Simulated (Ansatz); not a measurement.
Gas-phase electronic energies from Ansatz, PBE0-D4/def2-TZVP geometries. CCSD(T)/CBS is the MP2 limit (def2-TZVPP, def2-QZVPP) plus CCSD(T) − MP2 in def2-TZVPP, frozen cores. Double bonds are as drawn, so ΔE can hold a change between cis and trans. DFT in def2-TZVPP. B3LYP here is the variant with VWN-RPA as its local correlation; programs differ in this. For Se outer-core shells are correlated without core-valence functions, which leaves a few kJ/mol of doubt a bond. Scalar relativity is left out up to krypton. One conformer a species, not always the lowest.

Reaction (ligand exchange at the Al–Se bond): `C/N=C\[Se][AlH2]` + `[SiH3]S` → `[AlH2][S][SiH3]` + `C/N=C/[SeH]`

| level | ΔE (kJ/mol) | difference from CCSD(T)/CBS |
| --- | --- | --- |
| PBE-D4 | -2.2 | 1.1 |
| r2SCAN-D4 | -4.8 | -1.5 |
| PBE0-D4 | -5.2 | -1.9 |
| B3LYP-D4 | -4.5 | -1.2 |
| ωB97M-V | -8.0 | -4.7 |
| PBE | -4.6 | -1.3 |
| r2SCAN | -5.4 | -2.1 |
| PBE0 | -7.3 | -4.0 |
| B3LYP | -8.3 | -5.0 |
| HF/def2-TZVPP | -14.8 | -11.5 |
| MP2/def2-TZVPP | -5.5 | -2.2 |
| SCS-MP2/def2-TZVPP | -7.6 | -4.3 |
| CCSD/def2-TZVPP | -7.7 | -4.4 |
| CCSD(T)/def2-TZVPP | -5.4 | -2.1 |
| HF/def2-QZVPP | -15.3 | -12.0 |
| CCSD/CBS(def2) | -5.6 | -2.3 |
| CCSD(T)/CBS | -3.3 | 0 |

Largest T1 diagnostic among the species: 0.013.

In def2-TZVPP, CCSD(T) changes the Hartree–Fock value by +9.4 kJ/mol (the triples alone add +2.3 kJ/mol) and MP2 by +9.3 kJ/mol. The D4 term adds +3.8 kJ/mol with B3LYP and +2.2 kJ/mol with PBE0; it sums over pairs of atoms, weighted by their polarisabilities, and B3LYP, whose exchange is more repulsive, gets the larger term.
